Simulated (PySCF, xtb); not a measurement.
C2H7BiO, SMILES [CH3][Bi]([CH3])[OH].

GFN2-xTB (xtb) at its own geometry gives an orbital gap of 6.32 eV and a dipole moment of 2.72 D.

The structure is a stationary point at PBE-D3(BJ)/def2-SVP. The structure was generated by enumeration; whether it is a known compound was not checked. The def2 effective core potentials stand for the cores of Bi; spin–orbit coupling is left out. Other conformers were not sampled.

What does CAM-B3LYP/def2-TZVP in PySCF give? (Estimate from the structure and the level; the computed values follow.)

gap 8.50 eV (levels -8.39 and 0.11 eV), dipole 2.55 D.
